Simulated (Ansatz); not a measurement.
`CO[SiH](N)Cl` + H₂ → `CO[SiH2]Cl` + NH₃ at 500 K and 1 bar (hydrogenolysis of the Si–N bond).

Calculated with Ansatz (gas phase, PBE0-D4/def2-TZVP geometries, no zero-point term in ΔE). CBS: MP2 limit from def2 TZ/QZ plus the TZ coupled-cluster correction, frozen cores. This one scheme is used for every species. Each species was taken in one conformer, which may not be the lowest.

| species | CCSD(T)/CBS energy (Eh) | H − E (kJ/mol) | S (J/(mol·K)) |
| --- | --- | --- | --- |
| `CO[SiH](N)Cl` | -920.52349 | 258.6 | 437.9 |
| H₂ | -1.17544 | 41.0 | 145.5 |
| `CO[SiH2]Cl` | -865.17164 | 200.8 | 382.5 |
| NH₃ | -56.50880 | 108.2 | 211.8 |

H − E and S are ideal-gas, rigid-rotor, harmonic terms from PBE0-D4/def2-TZVP, for one conformer and one mirror image of each species. The MP2-based limit puts H₂ 0.8 mEh under its directly extrapolated value; such offsets cancel only in part. 1 Eh = 2625.50 kJ/mol, R = 8.31446 J/(mol·K).

Task: By hand: ΔE, ΔH, ΔS and ΔG.

Result: ΔE = (-865.17164) + (-56.50880) − (-920.52349) − (-1.17544) = 0.01849 Eh = 48.5 kJ/mol. Δ(H − E) = 200.8 + 108.2 − 258.6 − 41.0 = 9.4, so ΔH = 57.9 kJ/mol. ΔS = 382.5 + 211.8 − 437.9 − 145.5 = 10.9 J/(mol·K). ΔG = 57.9 − 500 × (10.9)/1000 = 52.4 kJ/mol.

Task: By hand: the equilibrium constant, and the temperature at which ΔG would vanish if ΔH and ΔS stayed fixed.

Result: log₁₀ K = −ΔG/(RT ln 10) = -5.5. ΔG = 0 at ΔH/ΔS = 5312 K, far beyond where these terms or the molecules hold.

The number of gas molecules stays the same, so ΔS is small and ΔH decides. A doubt of 5 kJ/mol in ΔE shifts log₁₀ K by 0.5 here. Other conformers and mirror images would add mixing entropy, several J/(mol·K) or more a flexible species. Modes under 60 cm⁻¹, often nearly free rotors, make the harmonic entropy too high. These are equilibria of isolated gas molecules and say nothing of rates. Largest T1 diagnostic: 0.010 (customary marks: 0.02 for closed shells, 0.045 for open ones).
